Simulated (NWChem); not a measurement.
# SnBr2, singlet; SMILES [Sn]([Br])[Br]

Low-valent species are run as closed-shell singlets; no triplet was tried in these runs. This build's default masses of Se (78.918 u) and Br (79.917 u) are each other's, which moves their modes by up to 0.6 %. def2 effective core potentials on Sn; no spin-orbit coupling.

### Question
Give the equilibrium geometry at PBE0/def2-SVP with def2 effective core potentials on Sn (NWChem) as an XYZ file, with the point group.

### Answer
point group C2v; any orientation.
```
3

Sn     0.0000     0.0000     0.9550
Br    -1.9418     0.0000    -0.6810
Br     1.9418     0.0000    -0.6810
```
